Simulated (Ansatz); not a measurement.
Reaction (formal hydrolysis of a C–O bond): `[AlH2][O]/C=N\[SiH3]` + H₂O → `O/C=N/[SiH3]` + `[OH][AlH2]`

Gas-phase electronic energies from Ansatz, PBE0-D4/def2-TZVP geometries. CCSD(T)/CBS adds triple-zeta CCSD(T) − MP2 to the extrapolated MP2 energy (def2 sets, frozen cores). This one scheme is used for every species. Double bonds are as drawn, so ΔE can hold a change between cis and trans. Functionals use def2-TZVPP. B3LYP here is the variant with VWN-RPA as its local correlation; programs differ in this. Each species was taken in one conformer, which may not be the lowest.

```json
{"level": "PBE0-D4", "ΔE (kJ/mol)": "-24.0", "difference from CCSD(T)/CBS": "-4.4"}
{"level": "ωB97M-V", "ΔE (kJ/mol)": "-25.0", "difference from CCSD(T)/CBS": "-5.4"}
{"level": "B2PLYP", "ΔE (kJ/mol)": "-25.9", "difference from CCSD(T)/CBS": "-6.3"}
{"level": "r2SCAN", "ΔE (kJ/mol)": "-27.5", "difference from CCSD(T)/CBS": "-7.9"}
{"level": "PBE0", "ΔE (kJ/mol)": "-27.8", "difference from CCSD(T)/CBS": "-8.2"}
{"level": "B3LYP", "ΔE (kJ/mol)": "-27.9", "difference from CCSD(T)/CBS": "-8.3"}
{"level": "SCS-MP2/def2-TZVPP", "ΔE (kJ/mol)": "-22.4", "difference from CCSD(T)/CBS": "-2.8"}
{"level": "CCSD(T)/def2-TZVPP", "ΔE (kJ/mol)": "-21.1", "difference from CCSD(T)/CBS": "-1.5"}
{"level": "MP2/def2-QZVPP", "ΔE (kJ/mol)": "-21.1", "difference from CCSD(T)/CBS": "-1.5"}
{"level": "CCSD/CBS(def2)", "ΔE (kJ/mol)": "-20.0", "difference from CCSD(T)/CBS": "-0.4"}
{"level": "CCSD(T)/CBS", "ΔE (kJ/mol)": "-19.6", "difference from CCSD(T)/CBS": "0"}
```

Largest T1 diagnostic among the species: 0.015.

The D4 term adds +6.6 kJ/mol with B3LYP and +3.8 kJ/mol with PBE0; it sums over pairs of atoms, weighted by their polarisabilities, and B3LYP, whose exchange is more repulsive, gets the larger term.
